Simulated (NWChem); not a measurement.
System: HfI$_{4}$; SMILES [I][Hf]([I])([I])[I]

No frequency run checked for a minimum. def2 effective core potentials on I, Hf; no spin-orbit coupling.

Q: Give the equilibrium geometry at PBE0/def2-SVP with def2 effective core potentials on I, Hf (NWChem) as a Z-matrix, with the point group.

A: point group Td; any orientation.
```
Hf
I 1 2.6829
I 1 2.6829 2 109.47
I 1 2.6829 2 109.47 3 120.00
I 1 2.6829 2 109.47 3 -120.00
```
